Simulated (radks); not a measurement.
Ga3+, configuration [Ar] 3d8 4p2 (not the ground configuration). Calculated with a radial shooting solver on a logarithmic mesh with Libxc functionals: Dirac Kohn-Sham, BLYP, spin-unpolarised, spherical densities, point nucleus; open shells fill j = l - 1/2 first.

Spin-orbit splittings of the eigenvalues, e(l+1/2) - e(l-1/2), with zeta = 2 splitting/(2l+1) and mean radii in bohr:

shell	occ.	splitting (eV)	zeta (eV)	<r> j=l-1/2	<r> j=l+1/2
2p	6	27.66	18.44	0.1883	0.1918
3p	6	3.803	2.535	0.6563	0.6660
3d	8	0.5396	0.2158	0.7173	0.7212
4p	2	0.4104	0.2736	2.056	2.079
